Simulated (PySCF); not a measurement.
Molecule: SMILES N[Se]I. Atoms near the plane z = 0.0 Å, at the B3LYP/def2-SVP optimised geometry (x, y, z in Å): Se1 (-1.1, -1.1, 0.0), I2 (1.6, -1.1, 0.0), N3 (-1.6, 0.6, 0.0), H4 (-1.4, 1.1, -0.8), H5 (-1.4, 1.1, 0.8).

Method: PySCF with B3LYP/def2-TZVP, def2 effective core potentials past Kr. The core electrons that the potentials of I replace are not part of the density. Cells within 0.4 Å of a nucleus heavier than hydrogen are left out (blank, or x). The values are rescaled to run from 0 to 1.

```
|444444444444444444444444444|
|444444444444444444444444444|
|444444444444444444444444444|
|444444444444444444444444444|
|444444444444444444444444444|
|444444444444444444444444444|
|444444444444444444444444444|
|444455544444444444444444444|
|444555554433444444444444444|
|444555664333344444444444444|
|44455678x223344444444444444|
|4445568xxx23344434444555544|
|4444556xx134444333345555554|
|444444543345554322345555555|
|444443333467754322346666555|
|444333222469864212446776655|
|443332102xx8974216xx5877655|
|443322002xx697411xxx5877655|
|443322101458864213546776655|
|443332111357754211346666555|
|443332222345554322345665555|
|444333333344544333345555555|
|444433333444444433444555554|
|444444334444444444444455444|
|444444444444444444444444444|
|444444444444444444444444444|
|444444444444444444444444444|
```
Scale: ten equal steps from 0.000 (start of '0') to 1.00 (end of '9'), in the order '0123456789'; x runs from -4.00 to 4.00, y from -4.00 (bottom) to 4.00 (top).

Q: Which quantity is mapped?
(A) Laplacian of the electron density
(B) deformation density (molecule minus spherical neutral atoms)
(C) an orbital amplitude
(D) log10 of the electron density

A: C, an orbital amplitude. In full: LUMO amplitude (bohr^(-3/2)).
